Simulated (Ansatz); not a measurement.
Basis-set extrapolation for CH9AlOSi2, SMILES `[CH3][Al]([SiH3])[O][SiH3]` (PBE0-D4/def2-TZVP geometry, frozen core, Ansatz). Multiplicity 1, RHF reference.

|  | def2-TZVPP | def2-QZVPP |
| --- | --- | --- |
| HF | -937.944885 | -937.976401 |
| MP2 correlation | -0.743315 | -0.797903 |
| CCSD(T) correlation | -0.838274 | not run |

Energies in hartree. Use E(X) = E(∞) + A·exp(−7.88·√X) for Hartree–Fock and E(X) = E(∞) + B·X^(−2.97) for correlation, with X = 3 and 4, and add CCSD(T) minus MP2 of the smaller set to the MP2 limit.

What is the CCSD(T) energy at the basis-set limit?

HF limit: -937.976401 + (-0.031516) × 0.13774 = -937.98074. MP2 limit: -0.797903 + (-0.054588) × 0.74074 = -0.83834. Higher-order term: -0.838274 − (-0.743315) = -0.09496. Total: -938.91404 hartree, 3.56 eV below CCSD(T)/def2-TZVPP.
